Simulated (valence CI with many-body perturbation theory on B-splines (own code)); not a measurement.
Cr XII in brief

Calculated by valence CI with perturbative core correlation (CI+MBPT): three valence electrons over a frozen Dirac-Fock core [Ne], radial functions for each j: 9 s, 9 p, 8 d, 6 f, 3 g, 1 h, with the one-electron correlation potential Σ1, the two-electron term Σ2, the three-electron term Σ3, Breit, model QED; selected CI, second order for the rest, scaled by the run's own slope (own B-spline code, finite nucleus).

No measured levels were compared; by estimate levels of excited configurations hold to 0.05 to 0.15 % of their energy, terms of the ground configuration to about 0.5 %.

Rates and lifetimes use the calculated energies. Strong lines usually hold to 10 to 20 %, long lifetimes can be off by a factor of two.

**Question.** What is the ground level?

**Answer.** 3s2 3p 2P°_1/2, composition 97 % 3s2 3p 2P°, g = 0.665.

**Question.** How well does LS coupling describe the low levels?

**Answer.** Among the lowest 20 levels the leading LS term, summed over configurations, holds 93 % on average. For single configurations the figures are 85 % in LS and 62 % in jj coupling. Terms mix most in the J = 3/2 level at 551700 cm⁻¹, where the leading one holds 50 %.

**Question.** Where does the other parity begin?

**Answer.** At 3s 3p2 4P_1/2, 192010 cm⁻¹.

**Question.** How is the term 2P° of the ground level split?

**Answer.** J = 1/2 at 0, J = 3/2 at 12274 cm⁻¹.

**Question.** What is the ionisation energy?

**Answer.** 298.24 eV; NIST lists 296.7 ± 0.6 eV (semi-empirical).
